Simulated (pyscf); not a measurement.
Optimised with ωB97X-D3(BJ)/def2-SVP in PySCF.

SMILES: [OH][Be][O][Hf]([Cl])([Cl])[Cl]
```xyz
8

O      1.4488    -0.5670     1.7936
Be     0.4870    -0.3360     0.8182
O     -0.4990    -0.0930    -0.2109
Hf    -1.7911     0.2751    -1.5462
Cl    -3.3840    -1.4444    -1.5307
Cl    -2.7966     2.3311    -1.0398
Cl    -0.6974     0.3765    -3.6168
H      1.9562    -0.6848     2.5870
```
Charge 0, spin multiplicity 1.

**Question.** What is the homolytic dissociation enthalpy (298 K, ωB97M-D3(BJ)/def2-TZVP) of the Hf–O bond of HO–Be–O–Hf(Cl)(Cl)–Cl (SMILES [OH][Be][O][Hf]([Cl])([Cl])[Cl]), to •O–Be–OH + [Cl–Hf(Cl)–Cl]•?

**Answer.** Hf–O to •O–Be–OH + [Cl–Hf(Cl)–Cl]•: 6.11 eV. The 7 functionals that were run give +6.00 (M06-2X) to +6.26 eV (ωB97X-D3(BJ)/def2-TZVP). The radicals are drawn with the spin at the cut bond; how far it spreads was not checked. Other isomers of •O–Be–OH were not searched in full and may lie lower. Open-shell species with a d-block atom are single-reference here; other states, and whether the spin sits on metal or ligand, were not checked. Elements past Kr carry the def2 core potentials, without spin-orbit coupling.
